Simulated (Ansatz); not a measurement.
AlF$_{2}$I (`[F][Al]([F])[I]`), charge 0, multiplicity 1.

Give a relaxed structure at PBE0-D4/def2-TZVP (Ansatz). (An estimate is asked.)

Computed: 
Z-matrix (Å, degrees):
```
Al
F 1 1.633
I 1 2.429 2 120.8
F 1 1.633 2 118.5 3 180.0
```
Point group C2v.
